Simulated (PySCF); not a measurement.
Species: C7H6ClF.
Atom-mapped SMILES: `[F:1][CH2:2][c:3]1[cH:4][cH:5][c:6]([Cl:7])[cH:8][cH:9]1` (hydrogens: H10, H11 on C2; H12 on C4; H13 on C5; H14 on C8; H15 on C9)

Geometry (PBE0-D3(BJ)/def2-SVP, Å), atoms numbered from 1 in this order:
```
atom  x, y, z in Å
F1     2.0710    1.2102   -0.8033
C2     1.7501    0.0515   -0.1508
C3     0.2621   -0.1250   -0.0389
C4    -0.6105    0.8351   -0.5503
C5    -1.9902    0.6716   -0.4450
C6    -2.4990   -0.4648    0.1785
Cl7   -4.2127   -0.6785    0.3157
C8    -1.6410   -1.4360    0.6956
C9    -0.2662   -1.2602    0.5837
H10    2.2089    0.0767    0.8538
H11    2.1955   -0.7958   -0.7020
H12   -0.1995    1.7208   -1.0367
H13   -2.6744    1.4218   -0.8446
H14   -2.0559   -2.3209    1.1806
H15    0.4029   -2.0244    0.9903
```

Linear response at CAM-B3LYP/def2-SVPD (PySCF, frozen core in the response, non-relativistic).

Static isotropic polarisability: 95.40 au (14.14 Å³), principal values 59.2, 95.4, 131.6 au.

Q: What is the polarisability at 1064 nm and at the sodium D line?

A: 96.50 au at 1064 nm (+1.2 %), 99.18 au at 589.3 nm (+4.0 %). The rise at 589.3 nm is 3.44 times that at 1064 nm; a pure ω² law gives 3.26. The lowest singlet lies at 237 nm, shorter than both wavelengths.

Q: What is the isotropic C6 coefficient between two such molecules, C6 = (3/π)∫α(iω)² dω?

A: 3519 au (Eh·bohr⁶) by a ten-point quadrature over imaginary frequencies, which is 2100 eV·Å⁶ or 203 J·nm⁶/mol.

Q: Which effective excitation energy ω̄ makes London's formula C6 = (3/4)α²ω̄ exact here?

A: ω̄ = 4·C6/(3α²) = 0.516 Eh = 14.0 eV. A one-pole form α(ω) = α/(1 − ω²/ω̄²) fitted to the 1064 nm value gives 10.9 eV.

Q: How many electrons N does the Slater–Kirkwood formula C6 = (3/4)·√N·α^(3/2) need to give this C6?

A: N = (4·C6/3)²/α³ = 25.4; the species has 74 electrons in all.

Q: The lowest 6 singlets have (eV, f): 5.23, 0.007; 5.84, 0.134; 6.57, 0.000; 6.79, 0.424; 6.88, 0.664; 7.07, 0.002. What share of the static polarisability do they carry in the sum over states α = Σ f/ω²?

A: 20.31 au, 21.3 % of α; the largest term, 10.38 au, is that of the state at 6.88 eV. Their oscillator strengths add up to 1.23. Higher states carry the rest.

Q: What n − 1 at the D line would an ideal gas of it have at 273.15 K and 1 atm (2.6868 × 10¹⁹ cm⁻³), by n − 1 = 2π·N·α′?

A: 24.81 × 10⁻⁴, a formal value whether or not that pressure can be reached.

Q: How anisotropic is the static polarisability, by Δα² = ½[(α1 − α2)² + (α2 − α3)² + (α3 − α1)²]?

A: Δα = 62.7 au, or 0.66 of the isotropic value.

Q: What molar refraction at the D line follows from R = (4π/3)·N_A·α′, with α′ the polarisability volume?

A: α′ = 14.70 Å³ gives R = 37.07 cm³/mol, for isolated, non-vibrating species.

One conformer stands for the species.
